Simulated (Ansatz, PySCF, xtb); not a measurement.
Pair of molecules: CH3F (SMILES CF) (first 5 atoms) with CHN (SMILES C#N); geometry from B3LYP-D3(BJ)/def2-TZVP, rigid monomers moved along the line of their centres of mass till F2···H8 is 2.85 Å.
(charge 0, multiplicity 1):
| atom | x (Å) | y (Å) | z (Å) |
|---|---|---|---|
| C | -0.0832 | 0.4859 | -0.5054 |
| F | -0.1548 | -0.6706 | 0.2818 |
| H | 0.8397 | 0.4488 | -1.0823 |
| H | -0.9494 | 0.5029 | -1.1653 |
| H | -0.0876 | 1.3538 | 0.1537 |
| C | -0.2986 | -0.1654 | 4.1414 |
| N | -0.3304 | 0.2290 | 5.2176 |
| H | -0.2682 | -0.5198 | 3.1302 |

Interaction energies are E(AB) − E(A) − E(B) at the monomers' geometry in the complex; basis-set methods are counterpoise corrected. Rows marked so take none.

Rows in STO-3G carry no dispersion term and start afresh at each structure.

Programs: Ansatz (Gaussian basis) for Hartree–Fock, density functionals and correlated methods; PySCF for STO-3G rows; xtb for the GFN methods. Values without a source in brackets are computed.

Task: Give the interaction energy at the level GFN1-xTB.

Result: -1.1 kcal/mol

Ansatz is a program for electronic structure.
